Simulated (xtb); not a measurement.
xtb input (GFN2-xTB):

```bash
xtb mol.xyz --gfn 2 --ohess tight --chrg -1 --uhf 0
```
mol.xyz:
```
10

B     -0.20969266     0.58891399    -0.00934924
C      1.39442723     0.17073152    -0.21201728
C     -1.28228548    -0.55769308     0.16282934
O     -0.62099820     1.99298812     0.03319808
H      1.66283335     0.61647985    -1.21242625
H      1.50583541    -0.92459493    -0.24442525
H      1.98424725     0.67735891     0.60004278
H     -2.24696682    -0.16476472     0.34657775
H     -1.27431070    -1.21755769    -0.71870892
H     -1.00351648    -1.15181477     1.11589454
```

Output:

```
           -------------------------------------------------
          |                Calculation Setup                |
           -------------------------------------------------

           -------------------------------------------------
          |                 G F N 2 - x T B                 |
           -------------------------------------------------

        Reference                      10.1021/acs.jctc.8b01176
      * Hamiltonian:
        H0-scaling (s, p, d)           1.850000    2.230000    2.230000
        zeta-weighting                 0.500000
      * Dispersion:
        s8                             2.700000
        a1                             0.520000
        a2                             5.000000
        s9                             5.000000
      * Repulsion:
        kExp                           1.500000    1.000000
        rExp                           1.000000
      * Coulomb:
        alpha                          2.000000
        third order                    shell-resolved
        anisotropic                    true
        a3                             3.000000
        a5                             4.000000
        cn-shift                       1.200000
        cn-exp                         4.000000
        max-rad                        5.000000

          ...................................................
          :                      SETUP                      :
          :.................................................:
          :  # basis functions                  22          :
          :  # atomic orbitals                  22          :
          :  # shells                           14          :
          :  # electrons                        24          :
          :  max. iterations                   250          :
          :  Hamiltonian                  GFN2-xTB          :
          :  restarted?                      false          :
          :  GBSA solvation                  false          :
          :  PC potential                    false          :
          :  electronic temp.          300.0000000     K    :
          :  accuracy                    1.0000000          :
          :  -> integral cutoff          0.2500000E+02      :
          :  -> integral neglect         0.1000000E-07      :
          :  -> SCF convergence          0.1000000E-05 Eh   :
          :  -> wf. convergence          0.1000000E-03 e    :
          :  Broyden damping             0.4000000          :
          :  net charge                         -1          :
          :  unpaired electrons                  0          :
          ...................................................

 iter      E             dE          RMSdq      gap      omega  full diag
   1    -12.5454470 -0.125454E+02  0.742E+00    7.31       0.0  T
   2    -12.7308773 -0.185430E+00  0.619E+00    2.62       1.0  T
   3    -12.8909596 -0.160082E+00  0.332E+00    5.04       1.0  T
   4    -12.9011386 -0.101790E-01  0.144E+00    3.69       1.0  T
   5    -12.9242381 -0.230994E-01  0.621E-01    4.58       1.0  T
   6    -12.9272031 -0.296501E-02  0.116E-01    4.36       1.0  T
[...]
It seems to be the Cs point group
     2   6 C        5   1 H                                       1.0925457
     2   6 C        6   1 H                                       1.0931104
     2   6 C        7   1 H                                       1.0923789
     3   6 C        8   1 H                                       1.0916817 (min)
     3   6 C        9   1 H                                       1.0933027
     3   6 C       10   1 H                                       1.0934115

 * 2 distinct bonds (by element types)

   Z      Z             #   av. dist./Å        max./Å        min./Å
   1 H    6 C           6     1.0927385     1.0934115     1.0916817
   5 B    8 O           1     1.2668811     1.2668811     1.2668811

           -------------------------------------------------
          |               Frequency Printout                |
           -------------------------------------------------
 projected vibrational frequencies (cm⁻¹)
eigval :       -0.00    -0.00    -0.00    -0.00     0.00     0.00
eigval :      -81.51   114.23   296.44   396.87   398.01   629.23
eigval :      710.09   730.76   860.53   869.48   898.65  1338.82
eigval :     1345.46  1535.90  1539.72  1544.42  1544.46  1583.46
eigval :     2933.94  2934.39  2947.05  2950.13  2963.99  2970.00
 reduced masses (amu)
   1:  9.39   2:  9.40   3: 10.96   4: 11.69   5: 13.04   6: 11.94   7:  1.62   8:  1.51
   9:  8.09  10: 11.17  11:  7.55  12: 10.48  13:  2.72  14:  6.55  15:  5.11  16:  6.05
  17:  7.77  18:  3.05  19:  2.95  20:  2.35  21:  1.67  22:  1.69  23:  1.68  24: 11.97
  25:  1.90  26:  1.89  27:  1.76  28:  1.93  29:  1.36  30:  1.40
 IR intensities (km·mol⁻¹)
   1:  0.30   2:  5.16   3: 11.54   4: 14.75   5: 18.20   6: 12.30   7:  0.59   8:  0.04
   9:  0.78  10: 12.56  11:  7.95  12: 10.37  13:  0.01  14: 62.18  15: 24.64  16:105.81
  17:288.82  18:  0.09  19:  0.05  20: 11.65  21:  9.69  22:  0.93  23:  1.70  24:479.84
  25: 88.71  26: 92.55  27:263.08  28:255.00  29:171.63  30: 22.41
 Raman intensities (Ä⁴*amu⁻¹)
   1:  0.00   2:  0.00   3:  0.00   4:  0.00   5:  0.00   6:  0.00   7:  0.00   8:  0.00
   9:  0.00  10:  0.00  11:  0.00  12:  0.00  13:  0.00  14:  0.00  15:  0.00  16:  0.00
  17:  0.00  18:  0.00  19:  0.00  20:  0.00  21:  0.00  22:  0.00  23:  0.00  24:  0.00
  25:  0.00  26:  0.00  27:  0.00  28:  0.00  29:  0.00  30:  0.00
 output can be read by thermo (or use thermo option).
 writing <g98.out> molden fake output.
 recommended (thermochemical) frequency scaling factor: 1.0
           -------------------------------------------------
          |             Thermodynamic Functions             |
           -------------------------------------------------

cs  symmetry found (for desy threshold:  0.10E+00) used in thermo

          ...................................................
          :                      SETUP                      :
          :.................................................:
          :  # frequencies                          23      :
          :  # imaginary freq.                       1      :
          :  linear?                             false      :
          :  only rotor calc.                    false      :
          :  symmetry                               cs      :
          :  rotational number                       1      :
          :  scaling factor                  1.0000000      :
          :  rotor cutoff                   50.0000000 cm⁻¹ :
          :  imag. cutoff                  -20.0000000 cm⁻¹ :
          :.................................................:

    mode    ω/cm⁻¹     T·S(HO)/kcal·mol⁻¹    T·S(FR)/kcal·mol⁻¹   T·S(vib)
   ------------------------------------------------------------------------
       1    114.23    -0.95283 ( 96.46%)    -0.81128 (  3.54%)    -0.94782
       2    296.44    -0.42841 ( 99.92%)    -0.52908 (  0.08%)    -0.42849
   ------------------------------------------------------------------------

   temp. (K)  partition function   enthalpy   heat capacity  entropy
                                   cal/mol     cal/K/mol   cal/K/mol   J/K/mol
Note: The following floating-point exceptions are signalling: IEEE_UNDERFLOW_FLAG IEEE_DENORMAL
normal termination of xtb
 298.15  VIB   5.01                 1460.000     11.262      8.084
         ROT  0.530E+05              888.752      2.981     24.597
         INT  0.265E+06             2348.752     14.243     32.681
         TR   0.415E+27             1481.254      4.968     38.019
         TOT                        3830.0060    19.2115    70.6995   295.8065

       T/K    H(0)-H(T)+PV         H(T)/Eh          T*S/Eh         G(T)/Eh
   ------------------------------------------------------------------------
    298.15    0.610350E-02    0.836433E-01    0.335916E-01    0.500517E-01
   ------------------------------------------------------------------------

         :::::::::::::::::::::::::::::::::::::::::::::::::::::
         ::                  THERMODYNAMIC                  ::
         :::::::::::::::::::::::::::::::::::::::::::::::::::::
         :: total free energy         -12.801429658360 Eh   ::
         ::.................................................::
         :: total energy              -12.851481338302 Eh   ::
         :: zero point energy           0.077539772653 Eh   ::
         :: G(RRHO) w/o ZPVE           -0.027488092711 Eh   ::
         :: G(RRHO) contrib.            0.050051679942 Eh   ::
         :::::::::::::::::::::::::::::::::::::::::::::::::::::
imag cut-off (cm-1) :    5.00
 found            1  significant imaginary frequency
 writing imag mode distorted coords to xtbhess.xyz
 for further optimization.

optimized geometry written to: xtbopt.xyz

           -------------------------------------------------
          | TOTAL ENERGY              -12.851481338302 Eh   |
          | TOTAL ENTHALPY            -12.767838062618 Eh   |
          | TOTAL FREE ENERGY         -12.801429658360 Eh   |
          | GRADIENT NORM               0.000285076796 Eh/α |
          | HOMO-LUMO GAP               5.856770300600 eV   |
           -------------------------------------------------

------------------------------------------------------------------------
------------------------------------------------------------------------
 total:
 SCF:
 ANC optimizer:
 analytical hessian:
```

It need not be the lowest isomer of its formula. Whether it binds its extra electron was not tested at this geometry.
